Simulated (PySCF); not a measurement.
**Atomic charges by several schemes**

Compound: C5H4O2S.
SMILES with atom numbers: `[O:1]=[c:2]1[cH:3][cH:4][s:5][c:6]([OH:7])[cH:8]1` (hydrogens: H9 on C3; H10 on C4; H11 on O7; H12 on C8)

Density: PBE0/pcSseg-1 (PySCF); schemes: Mulliken, IAO, Hirshfeld and ESP-fitted. One conformer (not necessarily the lowest) at the GFN2-xTB geometry, without solvent, vibrations or thermal averaging.

Task: Tabulate the Mulliken, IAO, Hirshfeld and ESP-fitted charges.

Result: In e:

```csv
atom,environment,Mulliken,IAO,Hirshfeld,ESP-fitted
O1,carbonyl oxygen,-0.410,-0.470,-0.281,-0.580
C2,ring carbonyl carbon,+0.254,+0.339,+0.113,+0.819
C3,unsaturated ring CH carbon,-0.108,-0.204,-0.061,-0.414
C4,unsaturated ring CH carbon,-0.248,-0.266,-0.049,-0.173
S5,ring sulfur,+0.306,+0.324,+0.112,+0.023
C6,unsaturated ring carbon,+0.068,+0.117,+0.072,+0.342
O7,oxygen bonded to C and H,-0.360,-0.455,-0.171,-0.483
C8,unsaturated ring CH carbon,-0.156,-0.297,-0.110,-0.618
H9,hydrogen on C3,+0.122,+0.180,+0.061,+0.197
H10,hydrogen on C4,+0.160,+0.185,+0.066,+0.236
H11,hydrogen on O7,+0.253,+0.380,+0.198,+0.435
H12,hydrogen on C8,+0.120,+0.168,+0.051,+0.216
```

Mean size of the charges over all atoms: ESP-fitted 0.378 e, IAO 0.282 e, Mulliken 0.214 e, Hirshfeld 0.112 e. Each set sums to the total charge, 0, to within 0.001 e. The IAO scheme projects the occupied orbitals on a minimal set of polarised atomic orbitals and counts the electrons in each atom's part of it.

Lowest charge. The schemes don't all agree: Mulliken O1 (-0.410); IAO O1 (-0.470); Hirshfeld O1 (-0.281); ESP-fitted C8 (-0.618).

Highest charge. The schemes don't all agree: Mulliken S5 (+0.306); IAO H11 (+0.380); Hirshfeld H11 (+0.198); ESP-fitted C2 (+0.819).

Task: Sum the charges by element, for elements with more than one atom.

Result: 
```json
{"element": "O", "atoms": "2", "Mulliken": "-0.771", "IAO": "-0.924", "Hirshfeld": "-0.452", "ESP-fitted": "-1.063"}
{"element": "C", "atoms": "5", "Mulliken": "-0.191", "IAO": "-0.312", "Hirshfeld": "-0.035", "ESP-fitted": "-0.045"}
{"element": "H", "atoms": "4", "Mulliken": "+0.656", "IAO": "+0.912", "Hirshfeld": "+0.375", "ESP-fitted": "+1.084"}
```

Task: How many electrons does the IAO scheme count on C8?

Result: Z − q = 6 − (-0.297) = 6.297.

These values come from a run that also computed NMR shieldings. The run took about 50 s of CPU time (one thread, shared machine).

Conformer computed: `[O:1]=[c:2]1[cH:3][cH:4][s:5][c:6]([OH:7])[cH:8]1`: H–O7–C6–S5 180°.
